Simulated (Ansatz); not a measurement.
Job for Ansatz (an electronic-structure program): R-wB97X-V/def2-TZVPP on AsGeH5 (SMILES [GeH3][AsH2]), a point of a torsion scan.

Ansatz 0.2 input:
```yaml
crystal:
  periodic: [false, false, false]
  atoms:
    - {symbol: Ge, position_ang: [-0.79704787, 0.07887832, -0.02367695]}
    - {symbol: As, position_ang: [1.57592454, 0.09342904, -0.05371797]}
    - {symbol: H, position_ang: [-1.48929097, -0.90053827, -0.93660806]}
    - {symbol: H, position_ang: [-1.40141570, 1.41027208, -0.38916826]}
    - {symbol: H, position_ang: [-1.37350767, -0.21201678, 1.33779396]}
    - {symbol: H, position_ang: [1.59330256, -0.07883967, -1.54504054]}
    - {symbol: H, position_ang: [1.61764940, -1.39958100, 0.10133181]}
basis:
  gaussian:
    orbitals: def2-TZVPP
hamiltonian:
  xc: {name: wB97X-V}
scf: {lower_state_search: off}
```

### Question
What total energy does the run end on?

### Answer
-4315.4798 hartree.

### Question
How many basis functions does it have, and what does it roughly cost on one machine?

### Answer
166 functions; about 11 core-seconds (a rough figure).
